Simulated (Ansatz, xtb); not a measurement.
# F2GeHNP: which of two structures lies lower

Structure a: a doublet given by its coordinates. Structure b: a doublet given by its coordinates. Both are isolated molecules in the gas phase, relaxed with B3LYP/6-31G*.

a (Å):

```xyz
6

F    -1.7308    2.0266   -1.1938
F    -0.0428   -0.0204   -1.9712
Ge    1.3472    0.4522   -0.9981
N     0.6064    2.0150   -0.1936
P    -0.8375    2.9140   -0.1856
H     1.2920    2.4517    0.4276
```

Close contacts (Å): F1–P5 1.61, F2–Ge3 1.76, Ge3–N4 1.91, N4–P5 1.70, N4–H6 1.02.

b (Å):

```
atom    x (Å)    y (Å)    z (Å)
   F  -0.2378   2.8719   1.1832
   F   0.0367  -0.6833  -1.8871
  Ge  -0.2864   0.0968  -0.3233
   N   0.2178   1.7995  -1.0061
   P   0.2798   3.3307  -0.2939
   H   0.5010   1.7636  -1.9872
```

Close contacts (Å): F1–P5 1.63, F2–Ge3 1.78, Ge3–N4 1.90, N4–P5 1.69, N4–H6 1.02.

**Question.** Which of the two would you expect CCSD(T)/def2-SVP + ΔMP2/def2-TZVPP electronic energies to favour?

**Answer.** Structure b; the calculation gives E(b) − E(a) = −0.155 eV.

The same difference at several levels:

```
                             level      geometry  E(b) − E(a) (eV)  departure from the last row (eV)  job, with rough time for the two
                      B3LYP/6-31G*  B3LYP/6-31G*              −0.138                            +0.017                optimisation, 40 s
                       HF/def2-SVP  B3LYP/6-31G*              −0.211                            −0.056           part of the CCSD(T) run
                      MP2/def2-SVP  B3LYP/6-31G*              −0.161                            −0.007           part of the CCSD(T) run
                  CCSD(T)/def2-SVP  B3LYP/6-31G*              −0.168                            −0.013                      single point
CCSD(T)/def2-SVP + ΔMP2/def2-TZVPP  B3LYP/6-31G*              −0.155                                                  single point, 50 s
```

None of the levels shown reverses the order. The largest departure from CCSD(T)/def2-SVP + ΔMP2/def2-TZVPP is that of HF/def2-SVP, 0.056 eV. A small imaginary or near-zero mode remains, so no thermal terms are given. Levels run at GFN2-xTB geometries aren't shown. The last row adds to CCSD(T) the change of the MP2 difference between the two basis sets, here +0.013 eV.

Open shells are spin-unrestricted. The correlated steps freeze 17 core orbitals; the filled d shell of Ge is correlated, in a basis made for valence electrons. Programs: Ansatz 0.2.0; the last row on 2 threads of Intel(R) Xeon(R) 6975P-C (Granite Rapids) on a shared host.
